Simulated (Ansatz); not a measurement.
Ansatz results at the PBE0-D4/def2-TZVP geometry: HOMO energy (B3LYP/def2-TZVPP) -7.37 eV; LUMO energy (PBE0/def2-TZVPP) -1.65 eV; LUMO energy (PBE/def2-TZVPP) -2.43 eV.

Each molecule was computed in one conformer, which needn't be the lowest.

(1) Which molecule gave them?
A. `COC(F)[SeH]`
B. `[AlH2][O][GaH][SiH3]`
C. `[SiH3]C[SeH]`
D. `F[CH]1C[CH2][SnH2]1`

Results:

(1) B. The others give `[SiH3]C[SeH]`: -6.37, -0.28, -1.15; `F[CH]1C[CH2][SnH2]1`: -6.97, -0.50, -1.22; `COC(F)[SeH]`: -6.67, -0.17, -1.10.

B3LYP here is the variant with VWN-RPA as its local correlation; programs differ in this.
